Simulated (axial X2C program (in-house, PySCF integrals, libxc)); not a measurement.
# Low determinants of TiS at the PBE0 level, without spin–orbit coupling

Computed with an in-house all-electron X2C program for linear molecules (integrals from PySCF). Spin-free means the one-electron spin-free X2C Hamiltonian. Basis: Ti dyall-cv3z [10s10p6d4f2g], S dyall-av3z [9s8p3d2f] (cores contracted in-house); Gaussian nuclei, density fitting, unrestricted open shells. Masses: Ti 47.948 u, S 31.972 u.

Search at 2.110 Å (vertical energies from the lowest determinant):

```csv
ΔE (eV),state,electrons beyond evenly filled partner blocks,"electrons in σ, π, δ, φ"
0.00,"M_S = 1, Λ = 2","σα, δ+α",21 16 1 0
0.50,"M_S = 0, Λ = 2","σα, δ+β",21 16 1 0
0.81,"M_S = 1, Λ = 0","δ+α, δ-α",20 16 2 0
0.93,"M_S = 1, Λ = 1","σα, π+α",21 17 0 0
0.98,"M_S = 1, Λ = 3","π+α, δ+α",20 17 1 0
1.09,"M_S = 1, Λ = 1","π-α, δ+α",20 17 1 0
1.10,"M_S = 0, Λ = 0",closed shell,22 16 0 0
```

Lowest determinant, M_S = 1, Λ = 2 (beyond evenly filled blocks: σα, δ+α): Re = 2.069 Å, ωe = 585.5 cm⁻¹.

The determinant in row 2 of the search, M_S = 0, Λ = 2 (beyond evenly filled blocks: σα, δ+β), was followed along the bond at PBE0; measured from the minimum of the lowest determinant it gives:

Te = 0.492 eV (3972 cm⁻¹), Re = 2.060 Å, ωe = 606.8 cm⁻¹.

(1) Compare the bond of the determinant in row 2 with that of the lowest one.

The search compares states at one distance, so a state with another bond length can lie lower; it is not exhaustive and yields mostly the lowest determinant of each block pattern, so other components and higher states of one pattern are missing. These are energies of single determinants, not of spin-adapted states; PBE0 term energies can be off by some tenths of an eV, and the functional has no current term. Row 1 is spin-contaminated (⟨S²⟩ = 2.05 against 2.00), so its values are not those of a pure state. Row 2 is spin-contaminated (⟨S²⟩ = 1.01 against 0.00), so its values are not those of a pure state.

Results:

(1) At PBE0 its Re is 0.009 Å shorter and its force constant, which goes as ωe², is 1.07 times that of the lowest determinant. This determinant mixes spin states, so it has no term energy of its own.
